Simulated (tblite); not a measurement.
Start geometry of `N#C[C@H]1C=CO[C](F)C1` [radical] from a force field or distance geometry (Å):
```
atom  x, y, z in Å
N1     2.1018    0.7400   -2.1386
C2     1.5577    0.5713   -1.1299
C3     0.9243    0.3377    0.1903
C4    -0.2093    1.3324    0.3682
C5    -1.4885    0.9477    0.2612
O6    -1.9048   -0.3169   -0.0903
C7    -0.9430   -1.2963   -0.2685
F8    -1.2996   -2.5034   -0.7378
C9     0.4253   -1.1078    0.3162
H10    1.6569    0.5119    0.9777
H11    0.0326    2.3543    0.6146
H12   -2.3386    1.6089    0.3777
H13    0.3589   -1.3709    1.3883
H14    1.1257   -1.8094   -0.1512
```

**Question.** What comes out of this run: GFN2-xTB geometry optimisation, gas phase in tblite 0.8.0?

**Answer.** 
```
atom  x, y, z in Å
N1     1.903    0.787   -2.146
C2     1.494    0.574   -1.100
C3     0.946    0.330    0.220
C4    -0.196    1.293    0.426
C5    -1.459    0.925    0.182
O6    -1.830   -0.307   -0.222
C7    -0.859   -1.222   -0.386
F8    -1.372   -2.455   -0.577
C9     0.439   -1.121    0.332
H10    1.742    0.509    0.952
H11    0.031    2.301    0.722
H12   -2.306    1.585    0.277
H13    0.318   -1.370    1.398
H14    1.149   -1.829   -0.100
```

The energy falls by 5.2 kcal/mol over 51 L-BFGS steps, the largest force on an atom goes from 2.02 to 0.009 eV/Å, and the atoms move by 0.115 Å rms after alignment. The bond that changes most is O6–C7 (ends: oxygen bonded to 2 C; carbon bonded to C, F and O), which shortens by 0.040 Å. Bonds longer at the end by more than 0.005 Å: 3 of 14; shorter: 8. Among the angles that change most is O6–C7–F8, from 119.8° to 111.4°. Among the dihedrals that turn most is F8–C7–C9–H14, from 29° to 48°. Rotational constants go from 2455, 1379, 1055 to 2593, 1416, 1130 MHz. The orientation of the end geometry is arbitrary; only internal coordinates are fixed.

Its GFN2-xTB frequencies are all real (lowest 66 cm⁻¹). 2 starts were optimised and ended at 0.00 and 0.44 kcal/mol (GFN2-xTB); the lowest of these is shown.

One conformer stands for the species.

All values are computed, not measured.
